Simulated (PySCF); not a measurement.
**[Cs4]+ at several levels of theory**

Computed with PySCF 2.14.0 (density fitting, no spin-orbit coupling) at the geometry relaxed with BP86:

```xyz
4
[Cs4]+ (doublet)
Cs    3.8030   -0.3324    0.0000
Cs   -0.3324    3.8027    0.0000
Cs   -3.8045    0.3339    0.0000
Cs    0.3339   -3.8042    0.0000
```

| level | basis | state | HOMO (eV) | gap (eV) | charge on Cs1 (e) | dipole about the centre of mass (D) | largest force component (eV/Å) |
| --- | --- | --- | --- | --- | --- | --- | --- |
| BP86 | Cs def2-SVP with ECP46 | doublet | -4.73 | 0.38 | 0.25 | 0.00 | 0.00 |
| M06-L | the same | doublet | -4.08 | 0.20 | 0.25 | 0.03 | 0.03 |
| TPSSh | the same | doublet | -4.62 | 0.71 | 0.25 | 0.00 | 0.04 |
| BLYP | the same | doublet | -4.51 | 0.20 | 0.25 | 0.01 | 0.02 |
| BP86 | Cs def2-TZVP with ECP46 | doublet | -4.74 | 0.41 | 0.25 | 0.01 | 0.01 |
| BP86 | Cs x2c-SVPall | doublet | -4.72 | 0.38 | 0.25 | 0.01 | 0.03 |

HOMO and gap are taken over both spins. Charges are Mulliken's, which hang on the basis. The relaxation used the grid (50, 194), these runs (75, 302) or, all-electron (x2c bases, spin-free X2C Hamiltonian), (99, 590).

What does CAM-B3LYP with Cs def2-SVP with ECP46 give here?

state doublet, HOMO (eV) -5.44, gap (eV) 2.09, charge on Cs1 (e) 0.25, dipole about the centre of mass (D) 0.01, largest force component (eV/Å) 0.01. Time: 5.4 s on 2 threads of Arm Neoverse V1, with other jobs on the host, from an already converged density.

A frequency check found unstable modes (3, the lowest at -18 cm⁻¹), so the relaxed geometry is a saddle point, or these are noise. Open shells may have lower solutions than the one found.

A gap near or under zero over both spins lies within a partly filled shell and is no excitation energy.
